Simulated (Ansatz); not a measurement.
Total energies of `O=P(O)(O)c1ccc(-c2ccc(-c3ccccc3)cc2)cc1` from Ansatz at PBE0-D4/def2-TZVP, gas phase (1 Eh = 27.2114 eV = 2625.5 kJ/mol). The reference geometry is relaxed at r2SCAN-D4/def2-SVP.

```csv
state,geometry,energy (Eh)
charge 0 singlet,reference,-1261.30314
charge 1 doublet,reference,-1261.01834
charge 1 doublet,relaxed at r2SCAN-D4/def2-SVP,-1261.02545
charge -1 doublet,reference,-1261.32499
free O atom (triplet),–,-75.01860
free P atom (quartet),–,-341.13505
free C atom (triplet),–,-37.80537
free H atom (doublet),–,-0.50104
```

Single mean-field runs in def2-TZVP are fitted with def2-universal-jkfit.

Question: Work out the vertical ionisation energy to the doublet.

Answer: E(charge 1 doublet) − E(charge 0 singlet) = -1261.01834 − (-1261.30314) = 0.28480 Eh = 7.75 eV. For comparison, −ε of the highest occupied level is 6.47 eV at this level, 1.28 eV less.

Question: Work out the vertical electron affinity, to the doublet.

Answer: E(charge 0 singlet) − E(charge -1 doublet) = -1261.30314 − (-1261.32499) = 0.02185 Eh = 0.59 eV. The basis lacks diffuse functions, which makes affinities too small.

Question: Give the fundamental gap IE − EA, the Mulliken electronegativity (IE + EA)/2 and the hardness (IE − EA)/2.

Answer: From the values in Eh: IE − EA = 0.28480 − 0.02185 = 0.26295 Eh = 7.16 eV; (IE + EA)/2 = 4.17 eV; (IE − EA)/2 = 3.58 eV. The HOMO–LUMO gap of the same run is 4.73 eV, 2.43 eV smaller than the fundamental gap.

Question: How much does the charge 1 doublet relax, and what is the adiabatic ionisation energy?

Answer: Relaxation: -1261.01834 − (-1261.02545) = 0.00711 Eh = 0.19 eV. Adiabatic ionisation energy: 0.27769 Eh = 7.56 eV, without zero-point energy. 

Question: What is the binding energy per atom against free atoms?

Answer: Atoms: 3 × (-75.01860) + 1 × (-341.13505) + 18 × (-37.80537) + 15 × (-0.50104) = -1254.20311 Eh. Binding: -1254.20311 − (-1261.30314) = 7.10003 Eh = 193.20 eV, or 5.22 eV for each of 37 atoms (no zero-point energy, no counterpoise term).

At PBE0-D4/def2-TZVP the highest occupied level of the charge -1 doublet lies above zero (up to 0.63 eV). By energy differences its removal costs 0.59 eV (vertical, to the charge 0 singlet, at PBE0-D4/def2-TZVP); self-interaction error and the lack of diffuse functions both raise the level.
